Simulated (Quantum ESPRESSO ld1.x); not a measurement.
Cs, 55 electrons, occupied as [Xe] 6s1. Calculated with ld1.x of Quantum ESPRESSO 7.5: non-relativistic Kohn-Sham, BLYP, spin-unpolarised, spherical densities, point nucleus; relativity is left out, which matters for an element this heavy. Some entries of the table are withheld. Estimate them.

| orbital | occ. | eigenvalue (eV) | <r^2> (bohr^2) | <1/r> (bohr^-1) |
|---|---|---|---|---|
| 1s | 2 | -34236.9 | 0.001021 | 54.47 |
| 2s | 2 | -5228.73 | 0.01653 | 12.53 |
| 2p | 6 | (1) | 0.01238 | 12.55 |
| 3s | 2 | -1085.27 | 0.1119 | 4.602 |
| 3p | 6 | -957.111 | 0.1065 | 4.532 |
| 3d | 10 | -718.538 | 0.08854 | 4.407 |
| 4s | 2 | -203.066 | 0.5924 | 1.911 |
| 4p | 6 | -156.932 | 0.6435 | 1.813 |
| 4d | 10 | -77.1857 | 0.8049 | (2) |
| 5s | 2 | -24.5421 | 3.709 | 0.7201 |
| 5p | 6 | -13.3827 | 5.090 | 0.6151 |
| 6s | 1 | -1.9355 | 38.69 | 0.2148 |

Answer. 
(1) 2p eigenvalue (eV): -4927.57
(2) 4d <1/r> (bohr^-1): 1.590
